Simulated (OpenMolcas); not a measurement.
**V2+: effect of the active space**

```yaml
Program: OpenMolcas 26.06
Method: CASSCF or its RAS form
Basis: ANO-RCC-VQZP
Scalar_Hamiltonian: DKH2, point nucleus
Spin-orbit_coupling: state interaction with AMFI integrals over the reference wave functions, term energies averaged over their components
```

A. 3 electrons in 5 orbitals (3d); 2S+1 = 4 even, 10 roots; 2S+1 = 2 even, 40 roots; cost about 14 core-seconds
B. 3 electrons in 6 orbitals (3d 4s); 2S+1 = 4 even, 20 roots; 2S+1 = 2 even, 64 roots kept (CI in the orbitals of an earlier block); cost roughly 29 core-seconds
C. 9 electrons in 8 orbitals (RAS1 3p, at most 2 holes; RAS2 3d); 2S+1 = 4 even, 10 roots; 2S+1 = 2 even, 40 roots; cost roughly 40 core-seconds
D. 3 electrons in 10 orbitals (3d 4d); 2S+1 = 4 even, 10 roots; 2S+1 = 2 even, 40 roots; cost about 28 core-seconds

Energies in cm⁻¹ above 3d³ ⁴F_3/2, the measured ground level; measured values from Sugar and Corliss, J. Phys. Chem. Ref. Data 7, 1191 (1978).

| Level | A | B | C | D | Measured |
| --- | --- | --- | --- | --- | --- |
| 3d³ ⁴F_3/2 | 0.0 | 0.0 | 0.0 | 0.0 | 0.0 |
| 3d³ ⁴F_5/2 | 154 | 160 | 163 | 156 | 146 |
| 3d³ ⁴F_7/2 | 366 | 381 | 387 | 370 | 342 |
| 3d³ ⁴F_9/2 | 632 | 659 | 669 | 641 | 584 |
| 3d³ ⁴P_1/2 | 14857 | 15300 | 13992 | 14331 | 11514 |
| 3d³ ⁴P_3/2 | 14932 | 15378 | 14066 | 14409 | 11592 |
| 3d³ ²G_7/2 | 14990 | 15464 | 15187 | 14293 | 11966 |
| 3d³ ⁴P_5/2 | 15104 | 15557 | 14258 | 14591 | 11770 |
| 3d³ ²G_9/2 | 15217 | 15704 | 15431 | 14530 | 12187 |
| 3d³ ²P_1/2 | 19798 | 20435 | 17908 | 19023 | 15580 |
| 3d³ ²H_9/2 | 19818 | 20553 | 21273 | 18919 | 16811 |
| 3d³ ²P_3/2 | 19904 | 20548 | 18002 | 19109 | 15550 |
| 3d³ ²H_11/2 | 19994 | 20741 | 21463 | 19111 | 16978 |
| 3d³ ²D_3/2(1) | 21502 | 22260 | 19406 | 20458 | 16330 |
| 3d³ ²D_5/2(1) | 21684 | 22455 | 19610 | 20637 | 16375 |
| 3d³ ²F_7/2 | 34211 | 35605 | 33841 | 32882 | 27728 |
| 3d³ ²F_5/2 | 34309 | 35706 | 33946 | 32980 | 27847 |
| 3d³ ²D_5/2(2) | 53377 | 55672 | 50041 | 50542 | 42267 |
| 3d³ ²D_3/2(2) | 53494 | 55797 | 50183 | 50644 | 42371 |

Deviations, from unrounded energies. A percentage is the sum of absolute deviations over the sum of measured energies, with the sign that they share, or ± where signs differ.

```tsv
Against measurement	Levels	A	B	C	D
mean absolute deviation (cm-1)	18	4200	5000	3400	3300
fine structure of the ground term (%)	3	+7.5	+12.2	+13.8	+9.0
other terms of the ground configuration (%)	15	+25.7	+30.4	+20.8	+20.1
```

C, D lie about equally close to measurement and B furthest from it. The largest miss of D in the table is 3d³ ²D_5/2(2), by +8300 cm-1. The ranking rests on the paired levels alone, and a cruder setting can come out closer through cancelling errors.

Among A to D the level of the table that moves most is 3d³ ²D_5/2(2), by 5600 cm-1 (lowest in C, highest in B).

Without dynamic correlation excited terms often stand tens of per cent too high (terms of higher spin than the ground term too low), and those without a measured partner can miss by more than the paired ones. Some levels mix across a computed gap that differs much from the measured one, so their mixing is not that of the real levels. Terms from blocks run as CI alone lack orbitals of their own (holds for B). Active for correlation alone: 3p; no level in the range computed is led by a configuration that opens it, so any true level of that kind is missing (holds for C). Active for correlation alone: 4d; no level in the range computed is led by a configuration that fills it, so any true level of that kind is missing (holds for D). Computed and measured levels are paired by configuration, term and J; levels that our copy of the source lacks, or whose pairing is in doubt (as where it misses far off the trend of its configuration), stay unpaired and out of the deviations. Levels of configurations outside the active space are missing. Levels that lie high or do not pair safely by name in every column are left out.

A number in round brackets counts repeated terms of one configuration in the order of the reference energies.
